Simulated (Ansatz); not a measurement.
Reaction (substitution at a C–N bond): `CNC(=N)Br` + HI → `N=C(Br)I` + CH₃NH₂

Program: Ansatz. Geometries: PBE0-D4/def2-TZVP. ΔE: electronic, gas phase. CCSD(T)/CBS adds triple-zeta CCSD(T) − MP2 to the extrapolated MP2 energy (def2 sets, frozen cores). Functionals use def2-TZVPP. Elements past krypton have def2 core potentials. For Br, I outer-core shells are correlated without core-valence functions, which leaves a few kJ/mol of doubt a bond. Scalar relativity is left out up to krypton. Each species was taken in one conformer, which may not be the lowest.

```
             level  ΔE (kcal/mol)  difference from CCSD(T)/CBS
       LDA (SPW92)           22.4                          7.2
         revPBE-D4           16.3                          1.1
         r2SCAN-D4           18.7                          3.5
        r2SCANh-D4           19.1                          3.9
              PBE0           18.4                          3.2
           r2SCANh           19.0                          3.8
           r2SCAN0           19.6                          4.4
RPA@PBE/def2-TZVPP           15.5                          0.3
       HF/def2-SVP           24.9                          9.7
     CCSD/def2-SVP           21.5                          6.3
    MP2/def2-TZVPP           15.9                          0.7
SCS-MP2/def2-TZVPP           15.3                          0.1
   CCSD/def2-TZVPP           17.0                          1.8
     HF/def2-QZVPP           20.1                          4.9
    MP2/def2-QZVPP           15.1                         -0.1
      HF/CBS(def2)           20.1                          4.9
       CCSD(T)/CBS           15.2                            0
```

Largest T1 diagnostic among the species: 0.011.

From BLYP to BHLYP (50 % exact exchange), in def2-TZVPP and without D4, ΔE moves by +4.0 kcal/mol. In def2-TZVPP, CCSD(T) changes the Hartree–Fock value by −4.1 kcal/mol (the triples alone add −0.6 kcal/mol) and MP2 by −4.5 kcal/mol. Leaving LDA and LC-ωPBE aside and taking each functional with its dispersion term where it has one, the values, not all of them listed here, spread over 4.2 kcal/mol, from BLYP-D4 to r2SCAN0-D4. LDA lies +5.7 kcal/mol from PBE without D4.

CCSD(T)/CBS has its own doubt, a few kJ/mol and more with outer-core shells, so smaller differences from it don't rank the levels.
